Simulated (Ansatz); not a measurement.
Cost and result for the atomization energy of `C[SiH](N)S` (11 atoms, 10 bonds).

| atom | x (Å) | y (Å) | z (Å) |
| --- | --- | --- | --- |
| C1 | 0.736 | -0.839 | 0.992 |
| Si2 | -0.214 | 0.392 | -0.030 |
| N3 | -1.190 | -0.483 | -1.127 |
| S4 | 1.028 | 1.641 | -1.255 |
| H5 | 1.400 | -0.321 | 1.688 |
| H6 | 0.059 | -1.466 | 1.579 |
| H7 | 1.346 | -1.483 | 0.355 |
| H8 | -0.933 | 1.329 | 0.882 |
| H9 | -1.545 | -1.396 | -0.897 |
| H10 | -1.749 | -0.020 | -1.824 |
| H11 | 1.061 | 2.646 | -0.364 |

The species carries charge 0 and has multiplicity 1. Geometry: relaxed with PBE0-D4/def2-TZVP. It is one conformer, not always the lowest. Program: Ansatz. All runs use 4 threads of an Arm Neoverse V2 on a shared host. Times are those of one run each, without the atoms' runs, and a repeat can differ threefold. Electronic energies, without spin–orbit coupling; frozen cores. CCSD(T)/CBS adds CCSD(T) − MP2 in def2-TZVPP to the MP2 limit, and its time is that of the two runs behind it. T1 = 0.010. B3LYP takes the VWN-RPA correlation (the form of Gaussian; ORCA's B3LYP/G).

CCSD(T)/CBS is a level of theory with its own doubt, some kJ/mol a heavy atom from the limit and from the frozen cores, so smaller differences don't rank the functionals.

| level | functions | wall time | atomization (kcal/mol) | difference from CCSD(T)/CBS | per bond |
| --- | --- | --- | --- | --- | --- |
| PBE-D4/def2-TZVPP (with forces) | 244 | 1.9 s | 917.7 | 6.8 | 0.7 |
| PBE0-D4/def2-TZVPP | 244 | 2.1 s | 907.1 | -3.8 | -0.4 |
| B3LYP-D4/def2-TZVPP (with forces) | 244 | 3.6 s | 910.2 | -0.7 | -0.1 |
| B2PLYP/def2-TZVPP | 244 | 3.8 s | 898.1 | -12.8 | -1.3 |
| r2SCAN-D4/def2-TZVPP (with forces) | 244 | 4.2 s | 908.9 | -2.0 | -0.2 |
| ωB97X-V/def2-TZVPP | 244 | 6 s | 914.9 | 4.0 | 0.4 |
| ωB97M-V/def2-TZVPP (with forces) | 244 | 8.5 s | 914.9 | 4.0 | 0.4 |
| MP2/def2-QZVPP | 464 | 15 s | 905.5 | -5.4 | -0.5 |
| CCSD(T)/def2-TZVPP | 244 | 71 s | 884.2 | -26.7 | -2.7 |
| CCSD(T)/CBS(def2) | – | 85 s | 910.9 | 0.0 | 0.0 |

In def2-TZVPP, CCSD(T) changes the Hartree–Fock value by +223.4 kcal/mol (the triples alone add +11.5 kcal/mol) and MP2 by +228.8 kcal/mol; breaking electron pairs costs correlation energy, which Hartree–Fock lacks. The D4 term adds +9.0 kcal/mol with B3LYP and +4.7 kcal/mol with PBE0; it sums over pairs of atoms, weighted by their polarisabilities, and B3LYP, whose exchange is more repulsive, gets the larger term. From PBE to PBE0 (25 % exact exchange), in def2-TZVPP and without D4, the atomization energy moves by −9.8 kcal/mol: exact exchange takes away binding that semilocal exchange gives to molecules.
